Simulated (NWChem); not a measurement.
System: C2H5FOSi; SMILES CC(=O)[SiH2]F

Here is an NWChem input.

```
start job
memory heap 200 mb stack 900 mb global 1100 mb
geometry units angstroms noautoz
  C     -1.479313     1.186663     0.000000
  C     -0.011679     0.878262     0.000000
  O      0.849854     1.731716     0.000000
  Si     0.677161    -0.917900     0.000000
  F     -0.537015    -2.006149     0.000000
  H     -1.958063     0.729365    -0.881772
  H     -1.641528     2.273770     0.000000
  H     -1.958063     0.729365     0.881772
  H      1.491386    -1.111237    -1.229535
  H      1.491386    -1.111237     1.229535
end
basis spherical
  * library def2-svp
end
dft
  xc r2scan
  grid coarse
  iterations 150
  mulliken
end
task dft gradient
```

Parts of the log:

```
             Northwest Computational Chemistry Package (NWChem) 7.3.0
             --------------------------------------------------------

 CS  symmetry detected

                             Geometry "geometry" -> ""
                             -------------------------

 Output coordinates in angstroms (scale by  1.889725989 to convert to a.u.)

  No.       Tag          Charge          X              Y              Z
 ---- ---------------- ---------- -------------- -------------- --------------
    1 C                    6.0000    -1.42754443     1.30928739     0.00000000
    2 C                    6.0000     0.02687755     0.94361347     0.00000000
    3 O                    8.0000     0.92119178     1.76265248     0.00000000
    4 Si                  14.0000     0.64480521    -0.87816146     0.00000000
    5 F                    9.0000    -0.61108169    -1.91799670     0.00000000
    6 H                    1.0000    -1.92384613     0.87110061    -0.88177200
    7 H                    1.0000    -1.54703615     2.40191590     0.00000000
    8 H                    1.0000    -1.92384613     0.87110061     0.88177200
    9 H                    1.0000     1.45082887    -1.10325568    -1.22953500
   10 H                    1.0000     1.45082887    -1.10325568     1.22953500

 Effective nuclear repulsion energy (a.u.)     223.3335976427

      Symmetry information
      --------------------

 Group name             Cs
 Group number              2
 Group order               2
 No. of unique centers     8

                                 NWChem DFT Module
                                 -----------------

 Summary of "ao basis" -> "ao basis" (spherical)
 ------------------------------------------------------------------------------
       Tag                 Description            Shells   Functions and Types
 ---------------- ------------------------------  ------  ---------------------
 C                          def2-svp                 6       14   3s2p1d
 O                          def2-svp                 6       14   3s2p1d
 Si                         def2-svp                 8       18   4s3p1d
 F                          def2-svp                 6       14   3s2p1d
 H                          def2-svp                 3        5   2s1p

      Symmetry analysis of basis
      --------------------------

        a'         67
        a"         32

            General Information
            -------------------
          SCF calculation type: DFT
          Wavefunction type:  closed shell.
          No. of atoms     :    10
          No. of electrons :    48
           Alpha electrons :    24
            Beta electrons :    24
          Charge           :     0
          Spin multiplicity:     1
          Use of symmetry is: on ; symmetry adaption is: on
          Maximum number of iterations: 150
          AO basis - number of functions:    99
                     number of shells:    47
          Convergence on energy requested:  1.00D-06
          Convergence on density requested:  1.00D-05
          Convergence on gradient requested:  5.00D-04

              XC Information
              --------------
                      r^2SCAN Method XC Functional
               r^2SCAN metaGGA Exchange Functional  1.000
                     r^2SCAN Correlation Potential  1.000

             Grid Information
             ----------------
          Grid used for XC integration:  coarse
          Radial quadrature: Mura-Knowles
          Angular quadrature: Lebedev.
          Tag              B.-S. Rad. Rad. Pts. Rad. Cut. Ang. Pts.
          ---              ---------- --------- --------- ---------
          C                   0.70       35          10.0       302
          O                   0.60       35           9.0       302
          Si                  1.10       70          10.0       302
          F                   0.50       35          11.0       302
          H                   0.35       35          11.0       302
          Grid pruning is: on
          Number of quadrature shells:   315
          Spatial weights used:  Erf1

      Superposition of Atomic Density Guess
      -------------------------------------

 Sum of atomic energies:        -540.46822567

      Non-variational initial energy
      ------------------------------

 Total energy =    -542.403579
 1-e energy   =   -1189.936560
 2-e energy   =     424.199384
 HOMO         =      -0.279304
 LUMO         =      -0.038952

      Symmetry analysis of molecular orbitals - initial
      -------------------------------------------------

  Numbering of irreducible representations:

     1 a'          2 a"

  Orbital symmetries:

     1 a'          2 a'          3 a'          4 a'          5 a'
     6 a'          7 a'          8 a"          9 a'         10 a'
    11 a'         12 a'         13 a'         14 a'         15 a"
    16 a'         17 a'         18 a"         19 a'         20 a'
    21 a"         22 a'         23 a"         24 a'         25 a"
    26 a'         27 a'         28 a'         29 a'         30 a"
    31 a'         32 a"         33 a'         34 a'

     ---------------------------------------------
      Total Density - Mulliken Population Analysis
     ---------------------------------------------

    Atom       Charge   Shell Charges
 -----------   ------   -------------------------------------------------------
    1 C    6     6.24   1.99  0.97  0.15  2.07  1.04  0.02
    2 C    6     5.65   1.99  0.96  0.35  1.55  0.71  0.08
    3 O    8     8.70   1.99  1.13  0.68  3.05  1.83  0.01
    4 Si  14    13.02   2.00  1.99  0.97  0.23  5.93  0.98  0.74  0.19
    5 F    9     9.59   1.99  1.15  0.78  3.52  2.14  0.00
    6 H    1     0.87   0.64  0.20  0.03
    7 H    1     0.90   0.66  0.21  0.02
    8 H    1     0.87   0.64  0.20  0.03
    9 H    1     1.08   0.70  0.38  0.01
   10 H    1     1.08   0.70  0.38  0.01

   convergence    iter        energy       DeltaE   RMS-Dens  Diis-err
 ---------------- ----- ----------------- --------- --------- ---------
 d= 0,ls=0.0,diis     1   -543.2434315687 -7.67D+02  2.71D-02  1.11D+00
 d= 0,ls=0.0,diis     2   -542.6158487511  6.28D-01  2.06D-02  7.15D+00
 d= 0,ls=0.0,diis     3   -543.3670007821 -7.51D-01  3.90D-03  1.22D-01
 d= 0,ls=0.0,diis     4   -543.3730801716 -6.08D-03  1.73D-03  6.41D-02
 d= 0,ls=0.0,diis     5   -543.3791066787 -6.03D-03  2.55D-04  8.76D-04
  Resetting Diis
 d= 0,ls=0.0,diis     6   -543.3791823595 -7.57D-05  8.91D-05  7.48D-05
 d= 0,ls=0.0,diis     7   -543.3791922533 -9.89D-06  3.61D-05  2.62D-06
 d= 0,ls=0.0,diis     8   -543.3791917975  4.56D-07  2.47D-05  6.56D-06
 d= 0,ls=0.0,diis     9   -543.3791925191 -7.22D-07  5.70D-06  8.81D-07

         Total DFT energy =     -543.379192519130
      One electron energy =    -1193.228125450090
           Coulomb energy =      479.039337515482
    Exchange-Corr. energy =      -52.524002227261
 Nuclear repulsion energy =      223.333597642739

 Numeric. integr. density =       47.999984087101

                  Occupations of the irreducible representations
                  ----------------------------------------------

                     irrep           alpha         beta
                     --------     --------     --------
                     a'               19.0         19.0
                     a"                5.0          5.0

                       DFT Final Molecular Orbital Analysis
                       ------------------------------------

 Vector   22  Occ=2.000000D+00  E=-3.454019D-01  Symmetry=a'
              MO Center= -9.7D-03,  4.6D-01, -1.7D-15, r^2= 4.4D+00
   Bfn.  Coefficient  Atom+Function         Bfn.  Coefficient  Atom+Function
  ----- ------------  ---------------      ----- ------------  ---------------
    32      0.315967   3 O  px               19     -0.268957   2 C  py
     5      0.219312   1 C  py               80      0.209939   7 H  s
    64     -0.207668   5 F  px               35      0.187416   3 O  px
    65      0.151674   5 F  py               17      0.149849   2 C  s
    67      0.146489   5 F  px               90     -0.141234   9 H  s

 Vector   23  Occ=2.000000D+00  E=-3.168452D-01  Symmetry=a"
              MO Center=  8.7D-01, -8.8D-01, -1.6D-14, r^2= 3.2D+00
   Bfn.  Coefficient  Atom+Function         Bfn.  Coefficient  Atom+Function
  ----- ------------  ---------------      ----- ------------  ---------------
    66      0.303827   5 F  pz               90     -0.299493   9 H  s
    95      0.299493  10 H  s                52      0.237521   4 Si pz
    69     -0.220526   5 F  pz               34     -0.204839   3 O  pz
    91     -0.199305   9 H  s                96      0.199305  10 H  s
    37     -0.143309   3 O  pz               49     -0.128634   4 Si pz

 Vector   24  Occ=2.000000D+00  E=-2.161154D-01  Symmetry=a'
              MO Center=  4.4D-01,  1.1D+00,  1.1D-15, r^2= 2.4D+00
   Bfn.  Coefficient  Atom+Function         Bfn.  Coefficient  Atom+Function
  ----- ------------  ---------------      ----- ------------  ---------------
    33      0.406597   3 O  py               32     -0.328797   3 O  px
    36      0.311572   3 O  py                3     -0.288698   1 C  s
    17      0.277084   2 C  s                35     -0.249045   3 O  px
     4     -0.230874   1 C  px               45      0.215353   4 Si s
    19     -0.178717   2 C  py               51      0.179071   4 Si py

 Vector   25  Occ=0.000000D+00  E=-8.228941D-02  Symmetry=a"
              MO Center=  2.5D-01,  9.2D-01,  2.0D-16, r^2= 2.3D+00
   Bfn.  Coefficient  Atom+Function         Bfn.  Coefficient  Atom+Function
  ----- ------------  ---------------      ----- ------------  ---------------
    20      0.481267   2 C  pz               23      0.480330   2 C  pz
    34     -0.413272   3 O  pz               37     -0.413960   3 O  pz
    55      0.249201   4 Si pz               91      0.240741   9 H  s
    96     -0.240741  10 H  s                75      0.130810   6 H  s
    85     -0.130810   8 H  s                76      0.121341   6 H  s

 Vector   26  Occ=0.000000D+00  E= 1.830429D-03  Symmetry=a'
              MO Center=  6.7D-01, -7.8D-01,  7.4D-15, r^2= 3.4D+00
   Bfn.  Coefficient  Atom+Function         Bfn.  Coefficient  Atom+Function
  ----- ------------  ---------------      ----- ------------  ---------------
    54      0.743912   4 Si py               53      0.663254   4 Si px
    63      0.410461   5 F  s                 3      0.382438   1 C  s
    17     -0.336080   2 C  s                51      0.233367   4 Si py
    91     -0.212688   9 H  s                96     -0.212688  10 H  s
    50      0.200640   4 Si px               22      0.197804   2 C  py

 Vector   27  Occ=0.000000D+00  E= 4.431102D-02  Symmetry=a'
              MO Center=  4.3D-01, -8.0D-01, -3.8D-14, r^2= 4.4D+00
   Bfn.  Coefficient  Atom+Function         Bfn.  Coefficient  Atom+Function
  ----- ------------  ---------------      ----- ------------  ---------------
    54     -0.967802   4 Si py               53      0.903950   4 Si px
    17      0.630261   2 C  s                 3      0.569323   1 C  s
    22     -0.541408   2 C  py               91     -0.535462   9 H  s
    96     -0.535462  10 H  s                76     -0.387282   6 H  s
    86     -0.387282   8 H  s                45      0.316994   4 Si s

     ---------------------------------------------
      Total Density - Mulliken Population Analysis
     ---------------------------------------------

    Atom       Charge   Shell Charges
 -----------   ------   -------------------------------------------------------
    1 C    6     6.02   1.99  0.92  0.11  2.12  0.87  0.02
    2 C    6     6.16   1.99  0.97  0.36  1.96  0.80  0.09
    3 O    8     8.22   1.99  1.11  0.69  2.81  1.61  0.02
    4 Si  14    13.27   2.00  1.98  1.03  0.11  5.93  1.23  0.70  0.29
    5 F    9     9.36   1.99  1.13  0.80  3.34  2.09  0.00
    6 H    1     0.93   0.73  0.17  0.03
    7 H    1     0.94   0.73  0.18  0.03
    8 H    1     0.93   0.73  0.17  0.03
    9 H    1     1.09   0.74  0.33  0.01
   10 H    1     1.09   0.74  0.33  0.01

     -------------------------------------------
      Total Density - Lowdin Population Analysis
     -------------------------------------------

    Atom       Charge   Shell Charges
 -----------   ------   -------------------------------------------------------
    1 C    6     6.10   1.96  0.59  0.31  1.90  1.27  0.07
    2 C    6     6.06   1.97  0.66  0.35  1.80  1.10  0.19
    3 O    8     8.14   1.97  0.94  0.65  2.67  1.87  0.03
    4 Si  14    13.45   2.00  1.93  0.66  0.33  5.81  1.25  0.98  0.48
    5 F    9     9.22   1.98  1.02  0.77  3.21  2.24  0.01
    6 H    1     0.95   0.62  0.25  0.07
    7 H    1     0.96   0.63  0.26  0.07
    8 H    1     0.95   0.62  0.25  0.07
    9 H    1     1.09   0.65  0.42  0.03
   10 H    1     1.09   0.65  0.42  0.03

     Multipole analysis of the density
     ---------------------------------

     L   x y z        total         alpha         beta         nuclear
     -   - - -        -----         -----         ----         -------
     0   0 0 0     -0.000000    -24.000000    -24.000000     48.000000

     1   1 0 0     -0.475681     -0.237840     -0.237840      0.000000
     1   0 1 0     -0.111943     -0.055972     -0.055972      0.000000
     1   0 0 1      0.000000      0.000000      0.000000      0.000000

     2   2 0 0    -27.291178    -89.008447    -89.008447    150.725715
     2   1 1 0     -4.185175      8.120787      8.120787    -20.426749
     2   1 0 1     -0.000000     -0.000000     -0.000000      0.000000
     2   0 2 0    -31.247839   -183.659129   -183.659129    336.070419
     2   0 1 1     -0.000000     -0.000000     -0.000000      0.000000
     2   0 0 2    -26.363048    -21.356684    -21.356684     16.350319

            General Information
            -------------------
          SCF calculation type: DFT
          Wavefunction type:  closed shell.
          No. of atoms     :    10
          No. of electrons :    48
           Alpha electrons :    24
            Beta electrons :    24
          Charge           :     0
          Spin multiplicity:     1
          Use of symmetry is: on ; symmetry adaption is: on
          Maximum number of iterations: 150
          AO basis - number of functions:    99
                     number of shells:    47
          Convergence on energy requested:  1.00D-06
          Convergence on density requested:  1.00D-05
          Convergence on gradient requested:  5.00D-04

              XC Information
              --------------
                      r^2SCAN Method XC Functional
               r^2SCAN metaGGA Exchange Functional  1.000
                     r^2SCAN Correlation Potential  1.000

[...]

                         DFT ENERGY GRADIENTS

    atom               coordinates                        gradient
                 x          y          z           x          y          z
   1 C      -2.697668   2.474194   0.000000    0.001107  -0.000874   0.000000
   2 C       0.050791   1.783171   0.000000    0.005162   0.007194   0.000000
   3 O       1.740800   3.330930   0.000000   -0.008157  -0.007540   0.000000
   4 Si      1.218505  -1.659485   0.000000    0.000321   0.000038   0.000000
   5 F      -1.154777  -3.624488   0.000000    0.001013   0.001176   0.000000
   6 H      -3.635542   1.646141  -1.666307    0.000467   0.000591   0.000420
   7 H      -2.923474   4.538963   0.000000    0.000304  -0.000727   0.000000
   8 H      -3.635542   1.646141   1.666307    0.000467   0.000591  -0.000420
   9 H       2.741669  -2.084851  -2.323484   -0.000343  -0.000225  -0.000012
  10 H       2.741669  -2.084851   2.323484   -0.000343  -0.000225   0.000012
```

Level: r2SCAN/def2-SVP. All runs use the structure optimised with PBE0/def2-SVP.
